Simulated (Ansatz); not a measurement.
## Abstraction of H: In(CH3)2(OH) + C2H2FSn → In(CH2)(CH3)(OH) + C2H3FSn

Species: In(CH3)2(OH), singlet; C2H2FSn `C#[C][SnH][F]`, doublet; In(CH2)(CH3)(OH), doublet; C2H3FSn `C#[C][SnH2][F]`, singlet. A radical takes H: the energy is the difference in strength between the C–H bond broken and the Sn–H bond made.

Shapes, held fixed at every level: PBE0-D4/def2-TZVP. Flexible molecules stand in one conformer, not always the lowest. Programs: Ansatz 0.2.0. Electronic energies: no zero-point or thermal term.

| level | kind | ΔE (kJ/mol) | less CCSD(T)/def2-SVP |
| --- | --- | --- | --- |
| MP2/def2-SVP | perturbation theory | +121.4 | +7.2 |
| MP2/def2-TZVPP | perturbation theory | +122.6 | +8.4 |
| HF/def2-SVP | Hartree–Fock | +82.6 | -31.6 |
| r2SCAN-D4/def2-TZVPP | meta-GGA | +120.3 | +6.1 |
| wB97M-V/def2-TZVPP | range-separated hybrid | +123.5 | +9.3 |
| wB97X-V/def2-TZVPP | range-separated hybrid | +113.8 | -0.4 |
| CCSD(T)/def2-SVP | coupled cluster or CI | +114.2 | 0.0 |

The highest level, CCSD(T)/def2-SVP, gives ΔE = +114.2 kJ/mol; the levels span +82.6 to +123.5. The column of differences is taken from that level and isn't an error. No measured value is set beside it here. Open shells run unrestricted. For atoms past krypton def2 sets carry core potentials with scalar relativity. Outer-core shells of In, Sn are correlated in most correlated rows, in sets that cover them unevenly.
